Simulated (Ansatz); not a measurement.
(1) Predict a relaxed structure of Te₄Pb₄ (the lowest singlet isomer of a short search), charge 0, singlet, at PBE-D4/def2-SVP (Ansatz).

Results:

(1) 
```xyz
8

Pb   -0.783   -0.585   -2.312
Pb   -1.583    1.655    1.028
Pb    0.070   -2.075    1.410
Pb    2.296    1.005   -0.126
Te   -2.538   -1.110    0.137
Te    0.868    0.647    2.554
Te    1.750   -1.830   -1.133
Te   -0.080    2.294   -1.558
```
Point group Td (tolerance 0.1 Å). This is one stationary point.

In the def2 sets Pb, Te take a core potential; there is no spin–orbit coupling. The structure comes from a short search, and lower isomers may exist.
